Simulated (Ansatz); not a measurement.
Geometry optimisation, RKS r2SCAN/STO-3G (Ansatz).

Input file:

```yaml
crystal:
  periodic: [false, false, false]
  atoms:
    - { symbol: B, position_ang: [-2.4507, 1.0975, -0.5101] }
    - { symbol: S, position_ang: [-1.7369, -0.5628, -0.7644] }
    - { symbol: Si, position_ang: [-0.0814, -0.1014, 0.4797] }
    - { symbol: O, position_ang: [-0.5188, 0.3034, 2.0695] }
    - { symbol: Si, position_ang: [1.2872, -1.8993, 0.5859] }
    - { symbol: "N", position_ang: [0.8576, 1.2896, -0.1824] }
    - { symbol: C, position_ang: [1.3793, 1.2475, -1.3615] }
    - { symbol: H, position_ang: [-2.1771, 2.0429, -1.2595] }
    - { symbol: H, position_ang: [-3.2404, 1.3495, 0.4165] }
    - { symbol: H, position_ang: [-1.1336, -0.485, 2.3778] }
    - { symbol: H, position_ang: [1.7426, -2.2314, -0.7274] }
    - { symbol: H, position_ang: [0.5537, -3.0163, 1.1825] }
    - { symbol: H, position_ang: [2.39, -1.5611, 1.4468] }
    - { symbol: H, position_ang: [1.872, 2.1162, -1.7219] }
    - { symbol: H, position_ang: [1.2347, 0.3599, -2.0022] }
basis:
  gaussian: { orbitals: STO-3G }
hamiltonian:
  xc: r2scan
relax:
  f_tol: 0.02
  max_steps: 40
output:
  orbitals: {}
```

Run as:

```bash
$ ansatz run input.yaml --threads 1 --pin off --max-ram 2048MiB --backend cpu --events-out ev --progress --plain --runs-dir out
```

Where does it end, and by what steps?

The forces met the threshold. Limits of this set-up: minimal basis. After 27 steps the energy has fallen by 1.509 eV; H9 moved furthest, 1.43 Å.

```tsv
step	energy less start (eV)	largest force component (eV/Å)	accepted
0	0.0000	2.102	yes
1	-0.2224	1.643	yes
2	-0.3452	1.674	yes
3	-0.4259	0.700	yes
4	-0.4775	0.273	yes
5	-0.5970	0.634	yes
6	-0.7770	0.881	yes
7	-1.0062	0.860	yes
8	-1.1978	0.722	yes
9	-1.3380	0.581	yes
10	-1.3703	0.758	yes
11	-1.4423	0.601	yes
12	-1.3972	0.817	no
13	-1.4754	0.208	yes
14	-1.4831	0.176	yes
15	-1.4933	0.341	yes
16	-1.4971	0.371	yes
17	-1.5001	0.338	yes
18	-1.5028	0.206	yes
19	-1.5054	0.092	yes
20	-1.4969	0.267	no
21	-1.5072	0.084	yes
22	-1.5077	0.064	yes
23	-1.5079	0.087	yes
24	-1.5084	0.031	yes
25	-1.5085	0.029	yes
26	-1.5079	0.092	no
27	-1.5086	0.017	yes
```

```xyz
15
Properties=species:S:1:pos:R:3
B -2.324 1.022 -0.794
S -1.490 -0.492 -0.941
Si 0.137 -0.220 0.504
O -0.460 0.445 1.966
Si 1.258 -2.190 0.711
N 1.328 1.069 0.018
C 1.161 1.620 -1.150
H -3.264 1.199 -1.466
H -1.986 1.855 -0.045
H -1.103 -0.266 2.319
H 1.627 -2.699 -0.591
H 0.416 -3.173 1.358
H 2.455 -2.021 1.505
H 1.872 2.403 -1.481
H 0.352 1.395 -1.884
```

Whether the end is a true minimum wasn't checked by a vibrational analysis.

The run took 2.2 min on 1 thread of Intel(R) Xeon(R) 6975P-C (Granite Rapids) (shared host), peak memory 0.26 GiB.
